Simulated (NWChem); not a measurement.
One site exchanged: Ti, Sn, Ge, Se

Each species was optimised at PBE0/def2-SVP with NWChem, gas phase unless a solvent is named. This build's default masses of Se (78.918 u) and Br (79.917 u) are each other's, which moves their modes by up to 0.6 %. Some are not confirmed as minima by frequencies. def2 effective core potentials on Sn; no spin-orbit coupling.

A: [F][Ti]([F])([F])[F] (TiF₄)
B: [F][Sn]([F])([F])[F] (SnF₄)
C: [F][Ge]([F])([F])[F] (GeF4)
D: F[Se](F)(F)F (SeF₄)

| quantity | A (Ti) | B (Sn) | C (Ge) | D (Se) |
|---|---|---|---|---|
| Pauling electronegativity of the site (pymatgen's table) | 1.54 | 1.96 | 2.01 | 2.55 |
| electrons in the molecule | 58 | 86 | 68 | 70 |
| dipole (D), PBE0/def2-SVP | 0.00 | 0.00 | 0.00 | 1.96 |
| orbital gap (eV), PBE0/def2-SVP | 9.36 | 8.30 | 10.73 | 7.43 |
| vertical ionisation energy, ΔSCF, CAM-B3LYP/def2-SVP (eV) | 15.23 | 14.98 | 15.54 | 12.89 |
| static polarisability, CAM-B3LYP/def2-SVPD (bohr³) | 32.2 | 33.6 | 26.9 | 33.2 |
| lowest singlet excitation, CAM-B3LYP/def2-SVPD, TDA (eV) | 7.52 | 6.83 | 8.97 | 6.41 |

“Dipole (D), PBE0/def2-SVP” runs from 0.00 in A (Ti) to 1.96 in D (Se). “Orbital gap (eV), PBE0/def2-SVP” runs from 7.43 in D (Se) to 10.73 in C (Ge), in no step with either the site's electronegativity or the electron count. “Vertical ionisation energy, ΔSCF, CAM-B3LYP/def2-SVP (eV)” runs from 12.89 in D (Se) to 15.54 in C (Ge), in no step with either the site's electronegativity or the electron count. “Static polarisability, CAM-B3LYP/def2-SVPD (bohr³)” runs from 26.9 in C (Ge) to 33.6 in B (Sn), in no step with either the site's electronegativity or the electron count. “Lowest singlet excitation, CAM-B3LYP/def2-SVPD, TDA (eV)” runs from 6.41 in D (Se) to 8.97 in C (Ge), in no step with either the site's electronegativity or the electron count. The order by orbital gap (eV) is the same as the order by lowest singlet excitation. The order by vertical ionisation energy is neither the same as nor the reverse of the order by static polarisability.

These are trends among computed rows of three or four species; they are not measurements.
